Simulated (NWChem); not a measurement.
# C$_{4}$H$_{7}$N; SMILES CC(C)C#N

```xyz
12

C      0.1581    -1.0063     1.2798
C     -0.3971    -0.3494     0.0000
C      0.1581    -1.0063    -1.2798
C     -0.1158     1.0960     0.0000
N      0.1202     2.2328     0.0000
H      1.2483    -0.9136     1.3221
H     -0.0976    -2.0712     1.2866
H     -0.2606    -0.5436     2.1785
H     -1.4904    -0.4575     0.0000
H     -0.2606    -0.5436    -2.1785
H     -0.0976    -2.0712    -1.2866
H      1.2483    -0.9136    -1.3221
```
Atoms are numbered in this order, from 1.

Results from NWChem. Pople sets run with spherical d functions. Coordinates come from a B3LYP/6-31G* (spherical d) optimisation. Level: B3LYP/6-31G* with SMD (1 M gas to 1 M solution), gas-phase geometry.

Problem. What does the run give for solvent toluene? Quantities: solvation free energy (kcal/mol); cavity-dispersion-structure term (kcal/mol); dipole in solution (D).

Solution. The solvation free energy (kcal/mol) is -4.1, the cavity-dispersion-structure term (kcal/mol) is -0.4 and the dipole in solution (D) comes out as 4.54.
